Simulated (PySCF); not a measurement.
SrCl: one state, many levels of theory

State: ²Σ⁺ (doublet), unpaired electrons σ ↑. Set-up: basis Sr x2c-TZVPPall, Cl x2c-TZVPPall; spin-free X2C with a Gaussian nucleus; PySCF 2.14. De refers to Sr + Cl in their high-spin ground configurations, without counterpoise correction. The functionals are run spin-unrestricted. A positive dipole means Sr(−)Cl(+).

| Level | Re (Å) | ωe (cm⁻¹) | De (eV) | μ (D) | CPU s a point (SCF and correlation, without the integrals) |
| --- | --- | --- | --- | --- | --- |
| UHF | 2.638 | 290 | 3.70 | -4.48 | 4 |
| UHF-MP2 | 2.571 | 306 | 4.28 | n/a | 7.7 |
| UHF-SCS-MP2 | 2.585 | 302 | 4.11 | n/a | n/a |
| PBE | 2.563 | 302 | 4.39 | -4.42 | 2.9 |
| r²SCAN | 2.570 | 305 | 4.67 | -4.56 | 4.2 |
| M06-L | 2.583 | 302 | 4.30 | -4.66 | 23 |
| PBE0 | 2.563 | 306 | 4.37 | -4.45 | 6.6 |
| B97-3 | 2.583 | 297 | 4.14 | -4.47 | 11 |
| M06 | 2.581 | 301 | 4.01 | -4.74 | 40 |
| ωB97X | 2.588 | 302 | 4.11 | -4.35 | 11 |
| B2PLYP | 2.582 | 301 | 4.15 | -4.71 | 7.6 |

The bond length runs from 2.563 Å (PBE0) to 2.638 Å (UHF). De spans 3.70 eV (UHF, mean field) to 4.67 eV (r²SCAN, meta-GGA).

Correlated steps freeze 14 core orbitals. Spin–orbit coupling is left out. B2PLYP dipoles, levels and charges come from its SCF part alone. The state is the lowest determinant that a PBE0 search found; another state may lie lower at other levels.

The whole job (state search and all levels along the bond) took about 14 min on 2 threads of Arm Neoverse V1 (shared host), peak memory 6.8 GiB.
